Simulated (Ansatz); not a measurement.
Calculated with Ansatz (gas phase, PBE0-D4/def2-TZVP geometries, no zero-point term in ΔE). CBS: MP2 limit from def2 TZ/QZ plus the TZ coupled-cluster correction, frozen cores. Functionals use def2-TZVPP. B3LYP here is the variant with VWN-RPA as its local correlation; programs differ in this. For Mg outer-core shells are correlated without core-valence functions, which leaves a few kJ/mol of doubt a bond. Each species was taken in one conformer, which may not be the lowest.

Consider the formal exchange of groups at the Si–O bond: `[SiH3][O][Mg][N]([SiH3])[SiH3]` + `CC(F)[SiH3]` → `CC(F)[SiH2][SiH3]` + `[OH][Mg][N]([SiH3])[SiH3]`.

| level | ΔE (kJ/mol) | difference from CCSD(T)/CBS |
| --- | --- | --- |
| PBE-D4 | 92.0 | -29.9 |
| r2SCAN-D4 | 111.5 | -10.4 |
| PBE0-D4 | 100.5 | -21.4 |
| B3LYP-D4 | 116.2 | -5.7 |
| ωB97X-V | 114.3 | -7.6 |
| ωB97M-V | 118.7 | -3.2 |
| B2PLYP | 123.8 | 1.9 |
| PBE | 94.4 | -27.5 |
| r2SCAN | 112.1 | -9.8 |
| PBE0 | 102.8 | -19.1 |
| B3LYP | 120.1 | -1.8 |
| HF/def2-TZVPP | 147.2 | 25.3 |
| MP2/def2-TZVPP | 125.5 | 3.6 |
| SCS-MP2/def2-TZVPP | 131.4 | 9.5 |
| CCSD/def2-TZVPP | 123.3 | 1.4 |
| CCSD(T)/def2-TZVPP | 119.9 | -2.0 |
| HF/def2-QZVPP | 150.4 | 28.5 |
| MP2/def2-QZVPP | 127.8 | 5.9 |
| SCS-MP2/def2-QZVPP | 133.5 | 11.6 |
| HF/CBS(def2) | 150.9 | 29.0 |
| MP2/CBS(def2) | 127.6 | 5.7 |
| CCSD/CBS(def2) | 125.3 | 3.4 |
| CCSD(T)/CBS | 121.9 | 0 |

Largest T1 diagnostic among the species: 0.012.

In def2-TZVPP, CCSD(T) changes the Hartree–Fock value by −27.4 kJ/mol (the triples alone add −3.4 kJ/mol) and MP2 by −21.7 kJ/mol. From PBE to PBE0 (25 % exact exchange), in def2-TZVPP and without D4, ΔE moves by +8.3 kJ/mol.
